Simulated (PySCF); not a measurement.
Structure with atom numbers: `[F:1][C:2]([F:3])([F:4])[C:5]([F:6])([F:7])[CH2:8][CH:9]=[S:10]`; H(Xn) means a hydrogen on atom n.

Geometry: GFN2-xTB; GIAO shifts from PySCF 2.14.0 with density-fitted response routines, gas phase, non-relativistic, averaged over equivalent atoms.

At mPW1PW91/pcseg-1 (159 basis functions, 28 s wall time on 1 thread of an Intel Xeon Platinum 8488C, shared host):
```json
{"atoms": "F1/F3/F4", "δ (ppm)": "-92.9"}
{"atoms": "F6/F7", "δ (ppm)": "-129.5"}
{"atoms": "C9", "δ (ppm)": "255.5"}
{"atoms": "C2", "δ (ppm)": "132.7"}
{"atoms": "C5", "δ (ppm)": "128.8"}
{"atoms": "C8", "δ (ppm)": "61.3"}
{"atoms": "H(C9)", "δ (ppm)": "11.23"}
{"atoms": "H(C8)", "δ (ppm)": "4.01"}
```

References, each an isolated molecule treated in the same way: CFCl3 for 19F (σref 183.13); TMS for 13C (σref 196.40) and 1H (σref 31.91).

Q: Predict the values at PBE0/pcSseg-1 on the same geometry.

A: 
| atoms | δ at PBE0/pcSseg-1 | change |
| --- | --- | --- |
| F1/F3/F4 | -96.0 | -3.1 |
| F6/F7 | -134.4 | -4.9 |
| C9 | 258.4 | +2.9 |
| C2 | 128.2 | -4.5 |
| C5 | 122.4 | -6.4 |
| C8 | 61.8 | +0.5 |
| H(C9) | 11.29 | +0.06 |
| H(C8) | 3.94 | -0.07 |

Chemical shifts δ = σref − σ; CFCl3 for 19F (σref 170.95); 13C (σref 186.93), 1H (σref 31.72) vs TMS, all at this level.

The largest change is at C5 (fully substituted sp3 carbon bonded to 2 F). Cost: 192 basis functions, 53 s wall time on 1 thread of an Arm Neoverse N1, shared host. The order of the carbon signals is the same at both levels.

Unscaled 19F shifts against computed CFCl3 carry errors that often reach 10 to 50 ppm.
